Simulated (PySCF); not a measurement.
Isomers of C5H14Si3, mass 158.040 u with the commonest isotopes. The calculation used PBE0-D3(BJ)/def2-SVP geometry optimisation, gas phase in PySCF. One conformer each, none proved a minimum here; rigid rotors.

**Question.** Order these by rotational constant B, largest first.
A. `[CH3:1][C:2]#[C:3][SiH2:4][C@@H:5]([SiH3:6])[SiH2:7][CH3:8]` with C3–Si4–C5–Si6 166°, Si4–C5–Si7–C8 63°
B. `[CH2:1]=[CH:2][CH:3]1[SiH2:4][CH2:5][SiH2:6][CH2:7][SiH2:8]1` with C1–C2–C3–Si4 120°, C2–C3–Si4–C5 65°, C3–Si4–C5–Si6 57°, Si4–C5–Si6–C7 -53°, C5–Si6–C7–Si8 53°
C. `[CH2:1]=[CH:2][C:3](=[CH2:4])[CH2:5][SiH2:6][SiH2:7][SiH3:8]` with C1–C2–C3–C4 178°, C2–C3–C5–Si6 75°, C3–C5–Si6–Si7 33°, C5–Si6–Si7–Si8 -73°
D. `[CH2:1]=[CH:2][Si:3]([SiH3:4])([SiH3:5])[CH:6]1[CH2:7][CH2:8]1` with C1–C2–Si3–Si4 -9°, C2–Si3–C6–C7 -160°

**Answer.** B (946.6 MHz), C (913.9 MHz), D (822.0 MHz), A (632.4 MHz).

**Question.** Order these by rotational constant C, largest first.
A. `[CH2:1]=[CH:2][C:3](=[CH2:4])[CH2:5][SiH2:6][SiH2:7][SiH3:8]` with C1–C2–C3–C4 178°, C2–C3–C5–Si6 75°, C3–C5–Si6–Si7 33°, C5–Si6–Si7–Si8 -73°
B. `[CH3:1][C:2]#[C:3][SiH2:4][C@@H:5]([SiH3:6])[SiH2:7][CH3:8]` with C3–Si4–C5–Si6 166°, Si4–C5–Si7–C8 63°
C. `[CH2:1]=[CH:2][Si:3]([SiH3:4])([SiH3:5])[CH:6]1[CH2:7][CH2:8]1` with C1–C2–Si3–Si4 -9°, C2–Si3–C6–C7 -160°
D. `[CH2:1]=[CH:2][CH:3]1[SiH2:4][CH2:5][SiH2:6][CH2:7][SiH2:8]1` with C1–C2–C3–Si4 120°, C2–C3–Si4–C5 65°, C3–Si4–C5–Si6 57°, Si4–C5–Si6–C7 -53°, C5–Si6–C7–Si8 53°
E. `[CH2:1]=[CH:2][SiH:3]1[CH2:4][SiH2:5][CH2:6][SiH2:7][CH2:8]1` with C1–C2–Si3–C4 1°, C2–Si3–C4–Si5 -177°, Si3–C4–Si5–C6 55°, C4–Si5–C6–Si7 -55°, Si5–C6–Si7–C8 54°

**Answer.** C (792.1 MHz), D (752.1 MHz), A (733.4 MHz), E (609.4 MHz), B (485.1 MHz).

**Question.** Order these by radius of gyration √(Σ m r²/M), largest first.
A. `[CH3:1][C:2]#[C:3][SiH2:4][C@@H:5]([SiH3:6])[SiH2:7][CH3:8]` with C3–Si4–C5–Si6 166°, Si4–C5–Si7–C8 63°
B. `[CH2:1]=[CH:2][CH:3]1[SiH2:4][CH2:5][SiH2:6][CH2:7][SiH2:8]1` with C1–C2–C3–Si4 120°, C2–C3–Si4–C5 65°, C3–Si4–C5–Si6 57°, Si4–C5–Si6–C7 -53°, C5–Si6–C7–Si8 53°
C. `[CH2:1]=[CH:2][SiH:3]1[CH2:4][SiH2:5][CH2:6][SiH2:7][CH2:8]1` with C1–C2–Si3–C4 1°, C2–Si3–C4–Si5 -177°, Si3–C4–Si5–C6 55°, C4–Si5–C6–Si7 -55°, Si5–C6–Si7–C8 54°
D. `[CH2:1]=[CH:2][C:3](=[CH2:4])[CH2:5][SiH2:6][SiH2:7][SiH3:8]` with C1–C2–C3–C4 178°, C2–C3–C5–Si6 75°, C3–C5–Si6–Si7 33°, C5–Si6–Si7–Si8 -73°

**Answer.** A (2.608 Å), C (2.338 Å), D (2.286 Å), B (2.199 Å).

| SMILES | point group | Ia (u·Å²) | Ib (u·Å²) | Ic (u·Å²) | κ | μa (D) | μb (D) | μc (D) |
| --- | --- | --- | --- | --- | --- | --- | --- | --- |
| C=CC(=C)C[SiH2][SiH2][SiH3] | C1 | 409.47 | 552.99 | 689.11 | -0.28 | 1.09 | 0.09 | 0.14 |
| C=CC1[SiH2]C[SiH2]C[SiH2]1 | – | 322.98 | 533.86 | 671.98 | -0.52 | 0.04 | 0.00 | 0.83 |
| C=C[Si]([SiH3])([SiH3])C1CC1 | C1 | 427.93 | 614.80 | 638.02 | -0.85 | 0.43 | 0.14 | 1.24 |
| CC#C[SiH2][C@@H]([SiH3])[SiH2]C | C1 | 308.14 | 799.09 | 1041.84 | -0.74 | 2.49 | 0.84 | 1.05 |
| C=C[SiH]1C[SiH2]C[SiH2]C1 | C1 | 276.91 | 622.18 | 829.34 | -0.67 | 0.82 | 0.01 | 1.32 |
